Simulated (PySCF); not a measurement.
NMR data simulated for an unnamed compound:

¹H NMR (400 MHz, computed): δ 7.24 (d, 1H), 7.16 (m, 1H), 6.94 (m, 1H), 6.47 (d, 1H), 3.81 (br s, 1H), 2.57 (q, 2H), 1.16 (t, 3H).

¹³C{¹H} NMR (computed): δ 159.6 (C), 136.5 (CH), 135.2 (C), 132.6 (CH), 125.1 (CH), 116.4 (CH), 28.3 (CH2), 16.8 (CH3).

Method: geometry from PBE0-D3(BJ)/def2-SVP, NMR shieldings at PBE0/pcSseg-1/GIAO, in PySCF 2.14.0 with density-fitted response routines (a single conformation, equivalent nuclei averaged, isolated molecule, non-relativistic Hamiltonian).

References, each an isolated molecule treated in the same way: TMS for ¹H, ¹³C.

Problem. Which of these does the molecule contain: a (CH3)2CH unit, an ester, a benzene ring, an OH group, a CH3CH2 unit, a three-membered ring?

Solution. 
- A (CH3)2CH unit: no.
- An ester: no.
- A benzene ring: yes.
- An OH group: yes (δH 3.81 (br s)).
- A CH3CH2 unit: yes (δC 16.8, 28.3; δH 1.16 (t), 2.57 (q)).
- A three-membered ring: no.

The data belong to `CCc1ccccc1O`, C8H10O; they needn't prove each group on their own.

Carbon signals by region: 6 in the sp2 and nitrile region (100–160 ppm), 2 below 50 ppm.

OH and NH positions are those of a molecule without intermolecular hydrogen bonds; in solution they move with solvent, concentration and temperature, and exchange usually removes their couplings. Shifts are as computed. Against solution values, carbons near 30 ppm lie about +2 ppm off and those near 130 ppm about +5 ppm. Of 1211 compounds with measured shifts, 218 miss one by over three times the rms of a fit or turn the order of signals round; such compounds aren't used in these exercises. Multiplicities follow the n + 1 count of equivalent neighbours, as no J values were calculated; m marks all less simple cases, F and P coupling included.
